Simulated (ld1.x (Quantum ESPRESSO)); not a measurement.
**What the settings do to the ultrasoft potential of O**

Base potential:

ld1.x (Quantum ESPRESSO) 7.5 input, shortened:

```
&input
   title='O', zed=8., rel=0, dft='PBE', iswitch=3,
   config='[He] 2s2 2p4 3d-2'
 /
 &inputp
   pseudotype=3, tm=.true., lloc=-1, rcloc=1.80,
   nlcc=.false.,
   which_augfun='PSQ', rmatch_augfun_nc=.true.
 /
6
2S  1  0   2.00   0.00  0.95  1.05  0.0
2S  1  0   0.00   3.60  0.95  1.05  0.0
2P  2  1   4.00   0.00  1.95  2.15  0.0
2P  2  1   0.00   0.50  1.95  2.15  0.0
3D  3  2  -2.00   0.15  1.70  2.30  0.0
3D  3  2  -2.00   2.70  1.70  2.30  0.0
 &test
   configts(1)='2s2 2p4'
 /
```

Cutoffs, loose and tight: the cutoffs (Ry, on a coarse ladder) from which the occupation-weighted sum of valence levels, in a spherical-Bessel basis at the reference potential, stays within 10 and 1 mRy of its value at 400 Ry. They do not see the model core or the augmentation charge, which bear on the density cutoff. Test errors are all-electron minus pseudo excitation energies from the reference, over the configurations 2s2 2p3; 2s2 2p2; 2s2 2p1; 2s2 2p4.3; 2s1 2p5; 2s2 2p0; 2s2 2p3.5. A dash means not determined; rows that change the core or the reference have their own tests.

Cutoffs are not given where the Bessel-basis levels miss the radial ones by over 6 mRy, ghosts where they miss by over 20 mRy; a channel whose overlap is not positive is not tested.

A file whose overlap is not positive is unfit for use, and its test errors describe a broken file.

```csv
change,outcome,"cutoff, loose","cutoff, tight",bound ghosts,largest test error (meV)
base,generated,21 Ry,40 Ry,none,+3047
"waves 2p (bound): rcut 1.82, rcutus 1.92 bohr; 2p channel at 0.5 Ry: rcut 1.82, rcutus 1.92 bohr",generated,25 Ry,40 Ry,none,+1170
reference 2s1.5 2p4.5,generated,21 Ry,40 Ry,none,-137
"waves 3d channel at 0.15 Ry: rcut 1.70, rcutus 3.16 bohr; 3d channel at 2.7 Ry: rcut 1.70, rcutus 3.16 bohr",generated,21 Ry,40 Ry,none,+3047
local potential all-electron potential smoothed inside 1.85 bohr (lloc = -1),generated,21 Ry,40 Ry,none,+3045
"waves 2s (bound): rcut 0.62, rcutus 0.66 bohr; 2s channel at 3.6 Ry: rcut 0.62, rcutus 0.66 bohr","generated, overlap not positive",–,–,not determined (overlap not positive),+3408
local potential all-electron potential smoothed inside 1.10 bohr (lloc = -1),"generated, overlap not positive",–,–,not determined (overlap not positive),+3050
"all radii scaled by about 0.85 (s 0.90, p 1.82, d 1.96 bohr, rcut 0.80/1.66/1.44); local potential all-electron potential smoothed inside 1.54 bohr (lloc = -1)",generated,21 Ry,45 Ry,none,-2576
```

(1) What comes out with this change to the base: type RRKJ; waves now 2s (bound): rc 1.05 bohr; 2p (bound): rc 2.15 bohr; 3d channel at 0.15 Ry: rc 2.30 bohr; local potential all-electron potential smoothed inside 1.10 bohr (lloc = -1)?

Answers

(1) outcome: generated; cutoff, loose: 80 Ry; cutoff, tight: 100 Ry; bound ghosts: none; largest test error (meV): +10509.
